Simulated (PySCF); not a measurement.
Compound: C8H12 (charge -1 and doublet state).
Atom-mapped SMILES: `[CH3:1][CH2:2][CH-:3][C:4]1[CH:5]=[CH:6][C@H:7]1[CH3:8]` (hydrogens: H9, H10, H11 on C1; H12, H13 on C2; H14 on C3; H15 on C5; H16 on C6; H17 on C7; H18, H19, H20 on C8)

Geometry (GFN2-xTB, Å), atoms numbered from 1 in this order:
```
atom  x, y, z in Å
C1     2.2222    0.0463   -1.5481
C2     1.6818   -0.8493   -0.4141
C3     1.1529   -0.0740    0.7473
C4    -0.1832    0.1350    0.9888
C5    -0.9720    0.8062    1.9357
C6    -2.1968    0.2691    1.4666
C7    -1.4521   -0.3919    0.3102
C8    -1.7362    0.1780   -1.0762
H9     1.4300    0.6990   -1.9093
H10    3.0341    0.6729   -1.1782
H11    2.5985   -0.5455   -2.3877
H12    0.8871   -1.4801   -0.8224
H13    2.5045   -1.5158   -0.1027
H14    1.8896    0.4339    1.3639
H15   -0.7164    1.4139    2.7983
H16   -3.1841    0.7231    1.4180
H17   -1.5315   -1.4910    0.2704
H18   -1.6145    1.2609   -1.0604
H19   -2.7614   -0.0471   -1.3856
H20   -1.0578   -0.2330   -1.8271
```

The hyperfine couplings belong to this conformer and change with its torsions.

Method: UKS B3LYP, pcH-1 on C H, non-relativistic, mean-field spin-orbit, GIAO (PySCF 2.14.0). Whether the extra electron is bound in the gas phase wasn't checked; a finite basis holds it in any case. A GFN2-xTB geometry isn't a minimum of the functional, and hyperfine couplings can be far from their values at a DFT geometry, by a factor of two or more for some ions and for spin on atoms past the first row. The SCF solution wasn't tested for stability.

(1) Where do the isotropic ENDOR lines of H13, H14, H16, H15, H17, H12 and H18/H19/H20 fall at 1211.6 mT, to first order?

(2) Which pairs are centred on the nuclear Larmor frequency, and which on half the coupling?

Answers

(1) ν± = |νn ± a/2|, one line for each electron-spin manifold; νn = |g_N| × 7.62259 MHz/T × B.

```json
{"nuclei": "H13", "isotope": "1H", "g_N": "5.5857", "νn (MHz)": "51.59", "a_iso (MHz)": "22.09", "lower line (MHz)": "40.54", "upper line (MHz)": "62.63"}
{"nuclei": "H14", "isotope": "1H", "g_N": "5.5857", "νn (MHz)": "51.59", "a_iso (MHz)": "-18.51", "lower line (MHz)": "42.33", "upper line (MHz)": "60.84"}
{"nuclei": "H16", "isotope": "1H", "g_N": "5.5857", "νn (MHz)": "51.59", "a_iso (MHz)": "9.82", "lower line (MHz)": "46.68", "upper line (MHz)": "56.49"}
{"nuclei": "H15", "isotope": "1H", "g_N": "5.5857", "νn (MHz)": "51.59", "a_iso (MHz)": "-9.49", "lower line (MHz)": "46.84", "upper line (MHz)": "56.33"}
{"nuclei": "H17", "isotope": "1H", "g_N": "5.5857", "νn (MHz)": "51.59", "a_iso (MHz)": "5.90", "lower line (MHz)": "48.64", "upper line (MHz)": "54.54"}
{"nuclei": "H12", "isotope": "1H", "g_N": "5.5857", "νn (MHz)": "51.59", "a_iso (MHz)": "2.26", "lower line (MHz)": "50.46", "upper line (MHz)": "52.72"}
{"nuclei": "H18/H19/H20", "isotope": "1H", "g_N": "5.5857", "νn (MHz)": "51.59", "a_iso (MHz)": "2.17", "lower line (MHz)": "50.50", "upper line (MHz)": "52.67"}
```

(2) Centred on νn, since |a| < 2νn: H13, H14, H16, H15, H17, H12 and H18/H19/H20. No pair has |a| > 2νn.

Means are taken over nuclei equivalent by connectivity, which assumes that they swap fast.

The SMILES draws the unpaired electron on C4; the largest computed Mulliken spin population is on C6 (0.55 against 0.03).
